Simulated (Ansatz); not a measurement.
Calculated with Ansatz (gas phase, PBE0-D4/def2-TZVP geometries, no zero-point term in ΔE). CBS: MP2 limit from def2 TZ/QZ plus the TZ coupled-cluster correction, frozen cores. This one scheme is used for every species, atoms too. Functionals use def2-TZVPP. B3LYP here is the variant with VWN-RPA as its local correlation; programs differ in this. HSE06 is defined as in plane-wave codes. No spin–orbit coupling; open shells (•) take unrestricted orbitals. Spin–orbit coupling would lower the free atoms: a little for C, Cl, F, O, Si. Each species was taken in one conformer, which may not be the lowest.

`O[Si](F)(F)CCl` → C• + Cl• + 2 F• + 3 H• + O• + Si•  (atomization)

| level | ΔE (kJ/mol) | difference from CCSD(T)/CBS |
| --- | --- | --- |
| LDA (SPW92) | 4201.3 | 537.7 |
| PBE-D4 | 3701.1 | 37.5 |
| revPBE-D4 | 3591.4 | -72.2 |
| BLYP-D4 | 3617.1 | -46.5 |
| r2SCAN-D4 | 3654.4 | -9.2 |
| B97M-V | 3645.8 | -17.8 |
| PBE0-D4 | 3617.1 | -46.5 |
| B3LYP-D4 | 3608.4 | -55.2 |
| r2SCAN0-D4 | 3574.4 | -89.2 |
| HSE06-D4 | 3619.7 | -43.9 |
| BHLYP-D4 | 3487.1 | -176.5 |
| CAM-B3LYP-D4 | 3646.5 | -17.1 |
| ωB97X-V | 3647.0 | -16.6 |
| ωB97M-V | 3654.6 | -9.0 |
| B2PLYP | 3595.8 | -67.8 |
| PBE-QIDH | 3612.7 | -50.9 |
| PBE | 3679.3 | 15.7 |
| revPBE | 3526.1 | -137.5 |
| BLYP | 3568.9 | -94.7 |
| r2SCAN | 3649.2 | -14.4 |
| B3LYP | 3573.1 | -90.5 |
| r2SCANh | 3616.1 | -47.5 |
| r2SCAN0 | 3568.3 | -95.3 |
| HSE06 | 3602.6 | -61.0 |
| BHLYP | 3460.0 | -203.6 |
| CAM-B3LYP | 3627.8 | -35.8 |
| LC-ωPBE | 3627.1 | -36.5 |
| MP2/def2-SVP | 3459.6 | -204.0 |
| CCSD/def2-SVP | 3311.6 | -352.0 |
| CCSD(T)/def2-SVP | 3345.7 | -317.9 |
| HF/def2-TZVPP | 2655.7 | -1007.9 |
| SCS-MP2/def2-TZVPP | 3614.1 | -49.5 |
| CCSD/def2-TZVPP | 3489.3 | -174.3 |
| CCSD(T)/def2-TZVPP | 3549.0 | -114.6 |
| HF/def2-QZVPP | 2666.7 | -996.9 |
| MP2/def2-QZVPP | 3749.4 | 85.8 |
| SCS-MP2/def2-QZVPP | 3688.8 | 25.2 |
| HF/CBS(def2) | 2668.3 | -995.3 |
| MP2/CBS(def2) | 3794.3 | 130.7 |
| CCSD/CBS(def2) | 3603.8 | -59.8 |
| CCSD(T)/CBS | 3663.6 | 0 |

**Question.** What do rigid-rotor, harmonic-oscillator terms from PBE0-D4/def2-TZVP frequencies (298.15 K, 1 bar) make of the CCSD(T)/CBS value? (Estimate.)

**Answer.** Computed: ΔZPE = -130.0 kJ/mol, ΔH = +3567.1 kJ/mol, ΔS = 958 J/(mol·K), ΔG = +3281.5 kJ/mol. Open shells count their whole term as degenerate.

Largest T1 diagnostic among the species: 0.012.

From r2SCAN to r2SCAN0 (25 % exact exchange), in def2-TZVPP and without D4, ΔE moves by −80.9 kJ/mol: exact exchange takes away binding that semilocal exchange gives to molecules. The D4 term adds +35.4 kJ/mol with B3LYP and +18.4 kJ/mol with PBE0; it sums over pairs of atoms, weighted by their polarisabilities, and B3LYP, whose exchange is more repulsive, gets the larger term.

For atomizations the MP2-based limit and the directly extrapolated one differ by several kJ/mol either way, and by 10 to 25 for some Ge, Se and Sn compounds, so smaller differences from it don't rank the levels.
